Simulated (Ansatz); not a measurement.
Two isomers of C2H6O2Si: A = `O=C(O)C[SiH3]`, B = `O=CC[SiH2]O`.

Isolated molecules relaxed with PBE0-D4/def2-TZVP in Ansatz; ΔE leaves out vibrations. CCSD(T)/CBS is the MP2 limit (def2-TZVPP, def2-QZVPP) plus CCSD(T) − MP2 in def2-TZVPP, frozen cores. DFT in def2-TZVPP. B3LYP here is the variant with VWN-RPA as its local correlation; programs differ in this. One conformer a species, not always the lowest.

**Question.** Which isomer does CCSD(T)/CBS put lower? Give the gap. (An estimate is asked.)

**Answer.** Ansatz gave: B, by 18.0 kcal/mol.

**Question.** Give E(B) − E(A) in kcal/mol with MP2/def2-TZVPP, B2PLYP, CCSD(T)/def2-TZVPP, PBE0-D4, ωB97M-V, CCSD/def2-TZVPP, B3LYP. (An estimate is asked.)

**Answer.** Computed: MP2/def2-TZVPP -18.0, B2PLYP -17.0, CCSD(T)/def2-TZVPP -16.7, PBE0-D4 -14.6, ωB97M-V -16.1, CCSD/def2-TZVPP -17.0, B3LYP -16.3. None reverses the order clearly.

Largest T1 diagnostic: 0.014.
